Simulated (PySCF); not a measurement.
## Bonding in dimethyl diselenide

Species: dimethyl diselenide, C2H6Se2.
Atom-mapped SMILES: `[CH3:1][Se:2][Se:3][CH3:4]` (hydrogens: H5, H6, H7 on C1; H8, H9, H10 on C4)

Cartesian coordinates in Å at the PBE0-D3(BJ)/def2-SVP level; atoms count from 1:
```
atom  x, y, z in Å
C1     2.002   -0.146    0.124
Se2    0.873    1.431   -0.088
Se3   -1.002    0.468   -1.045
C4    -1.985   -0.045    0.560
H5     2.963    0.210    0.523
H6     2.163   -0.626   -0.849
H7     1.552   -0.854    0.832
H8    -2.959   -0.427    0.220
H9    -2.136    0.832    1.202
H10   -1.453   -0.834    1.106
```

Bond orders from the PBE0/pcSseg-1 density (PySCF). Geometry: PBE0-D3(BJ)/def2-SVP, one conformer, isolated molecule. The calculation is non-relativistic, for selenium too.

Question: How far do the computed orders between heavy atoms stray from the drawn ones?

Answer: The largest departure is 0.122, at Se2–Se3 (drawn single, 1.122). Drawn single, order above 1.12: Se2–Se3 (1.122).

Question: Set the Mayer orders of the bonds between heavy atoms beside their lengths.

Answer: 
```csv
bond,drawn as,length (Å),Mayer order
C1–Se2,single,1.950,0.992
Se2–Se3,single,2.315,1.122
Se3–C4,single,1.951,0.992
```

Question: And the bonds to hydrogen?

Answer: C–H: 0.95 (6 bonds).

Question: Sum the orders of all bonds at each heavy atom with more than one neighbour and set the sums beside the valence in the SMILES.

Answer: C1 3.835 (drawn 4), Se2 2.114 (drawn 2), Se3 2.114 (drawn 2), C4 3.835 (drawn 4). Orders between atoms that aren't bonded are not in these sums.

Mayer orders depend on the basis set.
